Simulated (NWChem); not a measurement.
Molecule: BH₂I; SMILES BI

def2 effective core potentials on I; no spin-orbit coupling.

Q: Give the equilibrium geometry at PBE0/def2-SVP with def2 effective core potentials on I (NWChem) as an XYZ file, with the point group.

A: point group C2v; any orientation.
```
4

B      0.0000     0.0000    -1.8270
H      0.0000     1.0626    -2.3881
H      0.0000    -1.0626    -2.3881
I      0.0000     0.0000     0.2774
```
